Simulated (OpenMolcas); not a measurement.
## N I: effect of the active space

- Program: OpenMolcas 26.06
- Method: SS-CASPT2 or its RAS form, IPEA 0.25 Eh, imaginary shift 0.1 Eh
- Basis: ANO-RCC-VQZP
- Scalar Hamiltonian: DKH2, point nucleus
- Spin-orbit coupling: RASSI with atomic mean-field integrals over the reference wave functions, term energies averaged over their components

A. 3 electrons in 3 orbitals (2p); 2S+1 = 4 odd, 1 root; 2S+1 = 2 odd, 8 roots; closed shells correlated: 1s 2s; CASPT2 step roughly 0.8 core-seconds
B. 5 electrons in 4 orbitals (2s 2p); 2S+1 = 4 odd, 1 root; 2S+1 = 2 odd, 8 roots; 2S+1 = 4 even, 3 roots; closed shells correlated: 1s; CASPT2 step of the order of 1.4 core-seconds
C. 5 electrons in 8 orbitals (2s 2p 3s 3p); 2S+1 = 4 odd, 1 root; 2S+1 = 2 odd, 8 roots; 2S+1 = 4 even, 3 roots; 2S+1 = 2 even, 5 roots kept (CI in the orbitals of an earlier block, 0 in the spin-orbit step); closed shells correlated: 1s; CASPT2 step about 5 core-seconds
D. 3 electrons in 9 orbitals (RAS2 2p; RAS3 3s 3d, at most 1 electron); 2S+1 = 4 odd, 1 root; 2S+1 = 2 odd, 8 roots; 2S+1 = 4 even, 3 roots; 2S+1 = 2 even, 8 roots; closed shells correlated: 1s 2s; CASPT2 step of the order of 8 core-seconds
E. 5 electrons in 9 orbitals (RAS2 2s 2p; RAS3 3d, at most 2 electrons); 2S+1 = 4 odd, 1 root; 2S+1 = 2 odd, 8 roots; 2S+1 = 4 even, 3 roots; 2S+1 = 2 even, 5 roots (0 in the spin-orbit step); closed shells correlated: 1s; CASPT2 step roughly 8 core-seconds

Energies in eV above 2s² 2p³ ⁴S°_3/2, the measured ground level; measured values from NIST Handbook of Basic Atomic Spectroscopic Data.

```csv
Level,A,B,C,D,E,Measured
2s² 2p³ ⁴S°_3/2,0.0000,0.0000,0.0000,0.0000,0.0000,0.0000
2s² 2p³ ²D°_3/2,2.382,2.393,2.441,2.397,2.408,2.3846
2s² 2p³ ²D°_5/2,2.382,2.393,2.442,2.397,2.408,2.3835
2s² 2p³ ²P°_1/2,3.800,3.557,3.595,4.066,3.631,3.5756
2s² 2p³ ²P°_3/2,3.800,3.557,3.595,4.066,3.630,3.5756
```

Deviations, from unrounded energies. A percentage is the sum of absolute deviations over the sum of measured energies, with the sign that they share, or ± where signs differ.

| Against measurement | Levels | A | B | C | D | E |
| --- | --- | --- | --- | --- | --- | --- |
| mean absolute deviation (cm-1) | 4 | 910 | 110 | 310 | 2000 | 320 |
| other terms of the ground configuration (%) | 4 | ±3.8 | ±0.5 | +1.3 | +8.4 | +1.3 |

B lies closest to measurement on these levels and D furthest from it. The largest miss of B in the table is 2s² 2p³ ²P°_3/2, by -150 cm-1. The ranking rests on the paired levels alone, and a cruder setting can come out closer through cancelling errors.

Among A to E the level of the table that moves most is 2s² 2p³ ²P°_3/2, by 4100 cm-1 (lowest in B, highest in D). Moves below CASPT2's spread within the term are not significant.

CASPT2 does not keep the components of a term degenerate, so their means are used; among the terms shown or strongly mixed into the levels shown the widest spread is 180 cm-1 (2s² 2p³ ²D°, B). With the s shell closed, the reference lacks s² → p² mixing (holds for A; D). Active for correlation alone: 3p 3s; no level in the range computed is led by a configuration that fills them, so any true level of that kind is missing (holds for C). No level of 2s² 2p² 3d was computed, though it lies in the active space (holds for D). Active for correlation alone: 3d; no level in the range computed is led by a configuration that fills it, so any true level of that kind is missing (holds for E). Computed and measured levels are paired by configuration, term and J; levels that our copy of the source lacks, or whose pairing is in doubt (as where it misses far off the trend of its configuration), stay unpaired and out of the deviations. Levels of configurations outside the active space are missing. Levels that lie high or do not pair safely by name in every column are left out.

° marks odd parity.
